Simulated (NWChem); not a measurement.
Molecule: CH6O2Si2; SMILES O[Si@@H]1CO[SiH2]1

```xyz
11

O      0.1768    -2.1770    -0.7273
Si    -0.0885    -0.9042     0.3165
C     -1.4965     0.3316    -0.1341
O     -0.7740     1.5677    -0.0370
Si     0.8841     1.1964     0.0174
H      0.1061    -3.0643    -0.3653
H     -0.1929    -1.4322     1.7172
H     -1.8870     0.1778    -1.1572
H     -2.3622     0.3501     0.5508
H      1.5747     1.9424     1.1131
H      1.6025     1.4959    -1.2609
```
Atoms are numbered in this order, from 1.

Results from NWChem. STO-3G and 3-21G are far too small for this property and stand as cheap habits. The geometry was optimised at PBE0/def2-SVP. GIAO values for the isolated, static molecule; σ is the absolute isotropic shielding, δ = σ(reference) − σ with the isolated reference molecule computed at the same levels (13C: tetramethylsilane, 1H: tetramethylsilane, 17O: water, 29Si: tetramethylsilane).

```csv
level,δ C3 (ppm),δ O4 (ppm),δ Si5 (ppm),δ H6 (ppm),δ H7 (ppm),δ H10 (ppm),δ H11 (ppm),relative time
KT2/pcSseg-1,80.4,34.8,31.0,1.66,6.20,5.99,6.06,10
PBE/pcSseg-1,81.2,37.2,28.3,1.67,6.24,6.01,6.12,10
PBE0/pcSseg-1,76.4,23.7,26.8,1.63,5.93,5.70,5.79,20
Hartree-Fock/STO-3G,58.6,-65.1,28.0,-3.02,2.25,2.72,2.78,1
```

Relative times are rough (shared machine, one core).
